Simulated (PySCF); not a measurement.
PySCF job for SiClFI2, SMILES F[Si](I)(I)Cl, TDA-ωB97X/def2-SVPD. Coordinates come from a B3LYP-D3(BJ)/def2-SVP optimisation. The def2 effective core potentials stand for the cores of I; spin–orbit coupling is left out.

```python
import numpy as np
from pyscf import gto, scf, dft, tdscf

mol = gto.M(
    atom='''
    F     1.93510017    1.07233316    0.00000000
    Si    0.36450937    0.69948495    0.00000000
    Cl   -0.68225585    2.46253822    0.00000000
    I    -0.10302531   -0.57836733   -2.02053275
    I    -0.10302531   -0.57836733    2.02053275
    ''',
    basis='def2-SVPD',
    ecp={'I': 'def2-svp'},
    charge=0,
    spin=0,
    symmetry=True,
    max_memory=1600,
    verbose=4,
)
mf = dft.RKS(mol, xc='wb97x').density_fit(auxbasis='def2-universal-jkfit')
mf.grids.level = 3
mf.conv_tol = 1e-9
mf.max_cycle = 100
mf.kernel()
mf.grids = dft.Grids(mol).set(level=1).build(with_non0tab=True)  # coarser grid for the response kernel
td = tdscf.TDA(mf)
td.singlet = True
td.nstates = 10
td.conv_tol = 1e-4
td.positive_eig_threshold = 1e-6
td.kernel(x0=td.get_init_guess(mf, 15))
td.analyze()
tt = tdscf.TDA(mf)
tt.singlet = False
tt.nstates = 4
tt.conv_tol = 1e-4
tt.positive_eig_threshold = 1e-6
tt.kernel(x0=tt.get_init_guess(mf, 9))
tt.analyze(verbose=3)
```

Output:

```
PySCF version 2.14.0

[INPUT] verbose = 4
[INPUT] num. atoms = 5
[INPUT] num. electrons = 90
[INPUT] charge = 0
[INPUT] spin (= nelec alpha-beta = 2S) = 0
[INPUT] symmetry True subgroup None
[INPUT] Mole.unit = angstrom
[INPUT] Symbol           X                Y                Z      unit          X                Y                Z       unit  Magmom
[INPUT]  1 F      1.935100170000   1.072333160000   0.000000000000 AA    3.656809344899   2.026415986689   0.000000000000 Bohr   0.0
[INPUT]  2 Si     0.364509370000   0.699484950000   0.000000000000 AA    0.688822879138   1.321834983755   0.000000000000 Bohr   0.0
[INPUT]  3 Cl    -0.682255850000   2.462538220000   0.000000000000 AA   -1.289276703382   4.653522807074   0.000000000000 Bohr   0.0
[INPUT]  4 I     -0.103025310000  -0.578367330000  -2.020532750000 AA   -0.194689619798  -1.092955853096  -3.818253523214 Bohr   0.0
[INPUT]  5 I     -0.103025310000  -0.578367330000   2.020532750000 AA   -0.194689619798  -1.092955853096   3.818253523214 Bohr   0.0

nuclear repulsion = 557.559088599986
point group symmetry = Cs
symmetry origin: [5.17733188e-09 6.47166470e-09 0.00000000e+00]
symmetry axis x: [1.00000000e+00 3.97516457e-09 2.15616152e-18]
symmetry axis y: [ 3.97516457e-09 -1.00000000e+00  1.56386113e-17]
symmetry axis z: [-2.15616158e-18  1.56386113e-17  1.00000000e+00]
num. orbitals of irrep A' = 87
num. orbitals of irrep A" = 57
number of shells = 56
number of NR pGTOs = 260
number of NR cGTOs = 144
basis = def2-SVPD
ecp = {'I': 'def2-svp'}


******** <class 'pyscf.df.df_jk.DFSymAdaptedRKS'> ********
method = DFSymAdaptedRKS
initial guess = minao
damping factor = 0
level_shift factor = 0
DIIS = <class 'pyscf.scf.diis.CDIIS'>
diis_start_cycle = 1
diis_space = 8
diis_damp = 0
SCF conv_tol = 1e-09
SCF conv_tol_grad = None
SCF max_cycles = 100
direct_scf = False
XC library pyscf.dft.libxc version 7.1.2
    S. Lehtola, C. Steigemann, M. J. T. Oliveira, and M. A. L. Marques,  SoftwareX 7, 1–5 (2018)
XC functionals = wb97x
    J.-D. Chai and M. Head-Gordon,  J. Chem. Phys. 128, 084106 (2008)
radial grids:
    Treutler-Ahlrichs [JCP 102, 346 (1995); DOI:10.1063/1.469408] (M4) radial grids

becke partition: Becke, JCP 88, 2547 (1988); DOI:10.1063/1.454033
pruning grids: <function nwchem_prune>
grids dens level: 3
symmetrized grids: True
atomic radii adjust function: <function treutler_atomic_radii_adjust>
small_rho_cutoff = 0
Freeze 0 electrons in irreps []
    90 free electrons in irreps A' A"
Set gradient conv threshold to 3.16228e-05
Initial guess from minao.
tot grids = 96240
******** <class 'pyscf.df.df.DF'> ********
auxbasis = def2-universal-jkfit
Create RSH-DF object <pyscf.df.df.DF object> for omega=0.3
******** <class 'pyscf.df.df.DF'> ********
auxbasis = auxmol.basis = def2-universal-jkfit
init E= -1381.58395111474
HOMO (A') = -0.953432215096651  LUMO (A') = -0.924732115032236  gap/eV = 0.78097
cycle= 1 E= -1441.78456856439  delta_E= -60.2  |g|= 4.04  |ddm|= 13.4
HOMO (A') = -0.0334237587026801  LUMO (A") = -0.0190794991971694  gap/eV = 0.39033
cycle= 2 E= -1436.99053310532  delta_E= 4.79  |g|= 4.51  |ddm|= 14.2
HOMO (A') = -0.148008629678188  LUMO (A') = -0.0505793426829847  gap/eV = 2.65119
cycle= 3 E= -1443.62696789973  delta_E= -6.64  |g|= 1.69  |ddm|= 9.78
HOMO (A") = -0.323475212466752  LUMO (A') = -0.100053206846411  gap/eV = 6.07962
cycle= 4 E= -1444.81883811704  delta_E= -1.19  |g|= 0.514  |ddm|= 3.46
HOMO (A") = -0.349467812424501  LUMO (A') = -0.0280106710790164  gap/eV = 8.74729
cycle= 5 E= -1444.88007513588  delta_E= -0.0612  |g|= 0.193  |ddm|= 1.08
HOMO (A") = -0.366935951924419  LUMO (A') = -0.0022513505580406  gap/eV = 9.92357
cycle= 6 E= -1444.8919174055  delta_E= -0.0118  |g|= 0.0743  |ddm|= 0.42
HOMO (A") = -0.377352984225894  LUMO (A') = -0.0122931064375038  gap/eV = 9.93379
cycle= 7 E= -1444.89386765131  delta_E= -0.00195  |g|= 0.0163  |ddm|= 0.153
HOMO (A") = -0.375841915778962  LUMO (A') = -0.00986578039987052  gap/eV = 9.95872
cycle= 8 E= -1444.89401652642  delta_E= -0.000149  |g|= 0.0091  |ddm|= 0.0508
HOMO (A") = -0.375325982641355  LUMO (A') = -0.00947330332718366  gap/eV = 9.95536
cycle= 9 E= -1444.89403557813  delta_E= -1.91e-05  |g|= 0.00305  |ddm|= 0.0112
HOMO (A") = -0.375187736651051  LUMO (A') = -0.00950525402700464  gap/eV = 9.95073
cycle= 10 E= -1444.89403924076  delta_E= -3.66e-06  |g|= 0.00071  |ddm|= 0.00597
HOMO (A") = -0.37520538162011  LUMO (A') = -0.00950173041437097  gap/eV = 9.95130
cycle= 11 E= -1444.89403963399  delta_E= -3.93e-07  |g|= 0.00021  |ddm|= 0.00235
HOMO (A") = -0.375218702031528  LUMO (A') = -0.00951074327345225  gap/eV = 9.95142
cycle= 12 E= -1444.89403967203  delta_E= -3.8e-08  |g|= 5.61e-05  |ddm|= 0.000747
HOMO (A") = -0.375219333681235  LUMO (A') = -0.00951227738535465  gap/eV = 9.95140
cycle= 13 E= -1444.89403967531  delta_E= -3.28e-09  |g|= 1.22e-05  |ddm|= 0.000253
HOMO (A") = -0.375219260670341  LUMO (A') = -0.00951269325048543  gap/eV = 9.95138
cycle= 14 E= -1444.89403967544  delta_E= -1.38e-10  |g|= 3.84e-06  |ddm|= 4.75e-05
HOMO (A") = -0.375219001454692  LUMO (A') = -0.00951247604903216  gap/eV = 9.95138
Extra cycle  E= -1444.89403967545  delta_E= -4.32e-12  |g|= 1.74e-06  |ddm|= 1.07e-05
converged SCF energy = -1444.89403967545
tot grids = 34080
Overwritten attributes  positive_eig_threshold  of <class 'pyscf.tdscf.rks.TDA'>


******** <class 'pyscf.tdscf.rks.TDA'> for <class 'pyscf.df.df_jk.DFSymAdaptedRKS'> ********
nstates = 10 singlet
deg_eia_thresh = 1.000e-03
wfnsym = None
conv_tol = 0.0001
eigh lindep = 1e-12
eigh level_shift = 0
eigh max_cycle = 100


Excitation energies (eV)
[5.00245924 5.16696484 5.4574528  5.63200996 6.85056597 6.88898502
 7.19016704 7.26804723 7.39965846 7.41614609]

** Singlet excitation energies and oscillator strengths **
Excited State   1:   A"      5.00246 eV    247.85 nm  f=0.0210
      42 -> 47       -0.12472
      45 -> 46        0.67416
Excited State   2:   A"      5.16696 eV    239.96 nm  f=0.0034
      43 -> 47       -0.12834
      44 -> 46        0.67240
Excited State   3:   A'      5.45745 eV    227.18 nm  f=0.0085
      43 -> 46       -0.65844
      44 -> 47        0.16510
Excited State   4:   A'      5.63201 eV    220.14 nm  f=0.0066
      42 -> 46        0.64422
      45 -> 47       -0.20016
      45 -> 51        0.12299
Excited State   5:   A"      6.85057 eV    180.98 nm  f=0.0538
      41 -> 46       -0.38559
      44 -> 48        0.12665
      45 -> 48        0.46585
      45 -> 49       -0.24357
      45 -> 50       -0.14304
Excited State   6:   A"      6.88899 eV    179.97 nm  f=0.0479
      41 -> 46        0.43971
      44 -> 48       -0.25940
      44 -> 49        0.13798
      45 -> 48        0.36776
      45 -> 49       -0.20505
Excited State   7:   A"      7.19017 eV    172.44 nm  f=0.0253
      41 -> 46        0.17921
      43 -> 47       -0.14381
      44 -> 48        0.42738
      44 -> 49       -0.15649
      44 -> 50       -0.10222
      45 -> 49       -0.21442
      45 -> 50        0.30449
      45 -> 52       -0.13338
Excited State   8:   A'      7.26805 eV    170.59 nm  f=0.0044
      40 -> 46        0.11450
      42 -> 46        0.15079
      42 -> 48       -0.21682
      42 -> 50        0.12764
      43 -> 46       -0.10088
      43 -> 48        0.31858
      43 -> 50       -0.14608
      44 -> 47       -0.16798
      45 -> 47        0.36425
      45 -> 51       -0.20930
      45 -> 56       -0.12463
Excited State   9:   A"      7.39966 eV    167.55 nm  f=0.0001
      42 -> 47        0.10523
      43 -> 47        0.25967
      43 -> 51       -0.18736
      44 -> 49       -0.34590
      44 -> 50        0.39456
      44 -> 52       -0.17414
      44 -> 55       -0.10671
Excited State  10:   A'      7.41615 eV    167.18 nm  f=0.0139
      38 -> 46       -0.10831
      42 -> 46        0.13618
      42 -> 48       -0.13098
      43 -> 48       -0.23082
      43 -> 50        0.22353
      44 -> 47        0.35996
      44 -> 51       -0.20633
      44 -> 56       -0.11766
      45 -> 47        0.25661
      45 -> 51       -0.13086

** Transition electric dipole moments (AU) **
state          X           Y           Z        Dip. S.      Osc.
  1         0.0000     -0.0000     -0.4137      0.1712      0.0210
  2        -0.0000      0.0000     -0.1650      0.0272      0.0034
  3        -0.1314      0.2157     -0.0000      0.0638      0.0085
  4         0.0347      0.2162      0.0000      0.0479      0.0066
  5        -0.0000     -0.0000     -0.5662      0.3206      0.0538
  6         0.0000     -0.0000      0.5327      0.2838      0.0479
  7         0.0000      0.0000      0.3792      0.1438      0.0253
  8         0.0348     -0.1535     -0.0000      0.0248      0.0044
  9         0.0000     -0.0000      0.0204      0.0004      0.0001
 10        -0.2641     -0.0827      0.0000      0.0766      0.0139

WARN: ECP detected. Skipping calculation of transition velocity and magnetic dipole moments, which have not yet been implemented.



******** <class 'pyscf.tdscf.rks.TDA'> for <class 'pyscf.df.df_jk.DFSymAdaptedRKS'> ********
nstates = 4 triplet
deg_eia_thresh = 1.000e-03
wfnsym = None
conv_tol = 0.0001
eigh lindep = 1e-12
eigh level_shift = 0
eigh max_cycle = 100


Excitation energies (eV)
[4.46674895 4.67918991 4.90954249 5.07950046]

** Triplet excitation energies and oscillator strengths **
Excited State   1:   A"      4.46675 eV    277.57 nm  f=0.0000
Excited State   2:   A"      4.67919 eV    264.97 nm  f=0.0000
Excited State   3:   A'      4.90954 eV    252.54 nm  f=0.0000
Excited State   4:   A'      5.07950 eV    244.09 nm  f=0.0000
```

Self-consistency was reached.

Cost: roughly 4 core-minutes.
